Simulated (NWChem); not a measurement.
System: Si2H5OCl; SMILES O[SiH2][SiH2]Cl

Input file for NWChem:

```
start job
memory heap 200 mb stack 900 mb global 1100 mb
geometry units angstroms noautosym nocenter noautoz
  O     -1.216405     1.849247     0.311217
  Si     0.307552     1.623294    -0.327296
  Si     0.915052    -0.568665     0.271725
  Cl    -0.918775    -1.572598     0.079852
  H     -1.772709     1.060801     0.291968
  H      1.206734     2.659137     0.252476
  H      0.339730     1.735291    -1.819860
  H      1.906780    -1.242518    -0.616542
  H      1.355577    -0.717144     1.689831
end
basis spherical
  O library pcsseg-1
  Si library pcsseg-1
  Cl library pcsseg-1
  H library pcsseg-1
end
dft
  xc pbe0
  iterations 150
end
property
  shielding
end
task dft property
```

Output (shortened):

```
             Northwest Computational Chemistry Package (NWChem) 7.3.0
             --------------------------------------------------------

                             Geometry "geometry" -> ""
                             -------------------------

 Output coordinates in angstroms (scale by  1.889725989 to convert to a.u.)

  No.       Tag          Charge          X              Y              Z
 ---- ---------------- ---------- -------------- -------------- --------------
    1 O                    8.0000    -1.21640500     1.84924700     0.31121700
    2 Si                  14.0000     0.30755200     1.62329400    -0.32729600
    3 Si                  14.0000     0.91505200    -0.56866500     0.27172500
    4 Cl                  17.0000    -0.91877500    -1.57259800     0.07985200
    5 H                    1.0000    -1.77270900     1.06080100     0.29196800
    6 H                    1.0000     1.20673400     2.65913700     0.25247600
    7 H                    1.0000     0.33973000     1.73529100    -1.81986000
    8 H                    1.0000     1.90678000    -1.24251800    -0.61654200
    9 H                    1.0000     1.35557700    -0.71714400     1.68983100

 Effective nuclear repulsion energy (a.u.)     274.8883578368

                              NWChem Property Module
                              ----------------------

  itol2e modified to match energy
  convergence criterion.

                                 NWChem DFT Module
                                 -----------------

 Summary of "ao basis" -> "ao basis" (spherical)
 ------------------------------------------------------------------------------
       Tag                 Description            Shells   Functions and Types
 ---------------- ------------------------------  ------  ---------------------
 O                          pcsseg-1                 7       17   3s3p1d
 Si                         pcsseg-1                10       24   4s5p1d
 Cl                         pcsseg-1                10       24   4s5p1d
 H                          pcsseg-1                 3        5   2s1p

  itol2e modified to match energy
  convergence criterion.

            General Information
            -------------------
          SCF calculation type: DFT
          Wavefunction type:  closed shell.
          No. of atoms     :     9
          No. of electrons :    58
           Alpha electrons :    29
            Beta electrons :    29
          Charge           :     0
          Spin multiplicity:     1
          Use of symmetry is: off; symmetry adaption is: off
          Maximum number of iterations: 150
          AO basis - number of functions:   114
                     number of shells:    52
          Convergence on energy requested:  1.00D-07
          Convergence on density requested:  1.00D-05
          Convergence on gradient requested:  5.00D-04

              XC Information
              --------------
                         PBE0 Method XC Functional
                     Hartree-Fock (Exact) Exchange  0.250
          PerdewBurkeErnzerhof Exchange Functional  0.750
            Perdew 1991 LDA Correlation Functional  1.000 local
           PerdewBurkeErnz. Correlation Functional  1.000 non-local

             Grid Information
             ----------------
          Grid used for XC integration:  fine
          Radial quadrature: Mura-Knowles
          Angular quadrature: Lebedev.
          Tag              B.-S. Rad. Rad. Pts. Rad. Cut. Ang. Pts.
          ---              ---------- --------- --------- ---------
          O                   0.60       70          12.0       590
          Si                  1.10      123          11.0       770
          Cl                  1.00      123          12.0       770
          H                   0.35       60          12.0       590
          Grid pruning is: on
          Number of quadrature shells:   739
          Spatial weights used:  Erf1

      Superposition of Atomic Density Guess
      -------------------------------------

[...]

          -----------------------------------------
          Chemical Shielding Tensors (GIAO, in ppm)
          -----------------------------------------

                                NWChem CPHF Module
                                ------------------

  scftype          =     RHF
  nclosed          =       29
  nopen            =        0
  variables        =     2465
  # of vectors     =        3
  tolerance        = 0.10D-03
  level shift      = 0.00D+00
  max iterations   =       50
  max subspace     =       30

 SCF residual:    1.6246538080552062E-004

Iterative solution of linear equations
  No. of variables     2465
  No. of equations        3
  Maximum subspace       30
        Iterations       50
       Convergence  1.0D-04

   iter   nsub   residual    time
   ----  ------  --------  ---------
     1      3    4.84D-01      65.8
     2      6    1.38D-02      71.9
     3      9    1.19D-03      77.9
     4     12    8.04D-05      84.1

      Atom:    1  O
        Diamagnetic
    404.1129      4.4823    -10.6163
      4.4823    390.3115      0.8361
    -10.6163      0.8361    377.7665

        Paramagnetic
   -100.6293      9.1278     25.5040
      9.1278    -21.1557     10.8477
     25.5040     10.8477    -25.0763

        Total Shielding Tensor
    303.4836     13.6101     14.8877
     13.6101    369.1558     11.6839
     14.8877     11.6839    352.6902

           isotropic =     341.7765
          anisotropy =      57.3251

          Principal Components and Axis System
                 1           2           3
              379.9933    347.4783    297.8580

      1         0.2443      0.1208      0.9622
      2         0.8362     -0.5287     -0.1460
      3         0.4910      0.8402     -0.2301

      Atom:    2  Si
        Diamagnetic
    881.0887     -0.6985     -2.0953
     -0.6985    881.8010     -1.2026
     -2.0953     -1.2026    875.6322

        Paramagnetic
   -430.3790    -18.9844    -30.8965
    -18.9844   -543.4586      9.6362
    -30.8965      9.6362   -517.7112

        Total Shielding Tensor
    450.7097    -19.6829    -32.9918
    -19.6829    338.3424      8.4336
    -32.9918      8.4336    357.9210

           isotropic =     382.3244
          anisotropy =     123.7691

          Principal Components and Axis System
                 1           2           3
              464.8371    347.7001    334.4359

      1         0.9385      0.3276      0.1092
      2        -0.1662      0.1514      0.9744
      3        -0.3027      0.9326     -0.1965

      Atom:    3  Si
        Diamagnetic
    883.6058      3.2367      1.0323
      3.2367    881.1995     -0.5257
      1.0323     -0.5257    874.0597

        Paramagnetic
   -478.0806     45.2791     12.2883
     45.2791   -498.2002      3.4728
     12.2883      3.4728   -545.9782

        Total Shielding Tensor
    405.5252     48.5158     13.3206
     48.5158    382.9993      2.9470
     13.3206      2.9470    328.0815

           isotropic =     372.2020
          anisotropy =     109.7286

          Principal Components and Axis System
                 1           2           3
              445.3544    346.2683    324.9833

      1         0.7825     -0.5664     -0.2584
      2         0.6138      0.7714      0.1678
      3         0.1043     -0.2899      0.9514

      Atom:    4  Cl
        Diamagnetic
   1151.5342      3.7793      0.5635
      3.7793   1149.8142      0.0844
      0.5635      0.0844   1144.6895

        Paramagnetic
   -144.5674      0.9347     -6.0793
      0.9347    -91.1839     17.5003
     -6.0793     17.5003    -14.2957

        Total Shielding Tensor
   1006.9669      4.7140     -5.5159
      4.7140   1058.6302     17.5847
     -5.5159     17.5847   1130.3938

           isotropic =    1065.3303
          anisotropy =     103.9300

          Principal Components and Axis System
                 1           2           3
             1134.6170   1055.2554   1006.1185

      1        -0.0338      0.1195      0.9923
      2         0.2233      0.9686     -0.1090
      3         0.9742     -0.2179      0.0595

      Atom:    5  H
        Diamagnetic
     34.2109      8.2737     -2.4197
      8.2737     37.7322     -0.0587
     -2.4197     -0.0587     18.5577

        Paramagnetic
     -1.5807     -0.9362      1.1224
     -0.9362      0.1472      0.6386
      1.1224      0.6386      0.9861

        Total Shielding Tensor
     32.6303      7.3375     -1.2974
      7.3375     37.8794      0.5799
     -1.2974      0.5799     19.5439

           isotropic =      30.0178
          anisotropy =      19.5495

          Principal Components and Axis System
                 1           2           3
               43.0508     27.7003     19.3024

      1         0.5767      0.8041      0.1442
      2         0.8169     -0.5701     -0.0877
      3        -0.0117     -0.1684      0.9856

      Atom:    6  H
        Diamagnetic
     28.9495      6.6013      2.7039
      6.6013     31.8918      3.2111
      2.7039      3.2111     23.6349

        Paramagnetic
     -1.3416     -3.3892     -2.1020
     -3.3892     -4.7918     -2.0151
     -2.1020     -2.0151      0.2160

        Total Shielding Tensor
     27.6079      3.2121      0.6019
      3.2121     27.0999      1.1960
      0.6019      1.1960     23.8509

           isotropic =      26.1862
          anisotropy =       6.9255

          Principal Components and Axis System
                 1           2           3
               30.8033     24.4048     23.3507

      1         0.7141     -0.6583      0.2380
      2         0.6770      0.5628     -0.4743
      3         0.1783      0.4998      0.8476

      Atom:    7  H
        Diamagnetic
     22.7762      0.2255     -1.5647
      0.2255     24.4359     -3.0292
     -1.5647     -3.0292     36.7058

        Paramagnetic
      1.5629     -0.3433     -0.8168
     -0.3433     -0.5206      1.2278
     -0.8168      1.2278     -6.8086

[...]
```

Level: PBE0/pcSseg-1, GIAO. The geometry was optimised at PBE0/def2-SVP. The printed shielding anisotropy is the first printed principal value minus the mean of the other two.
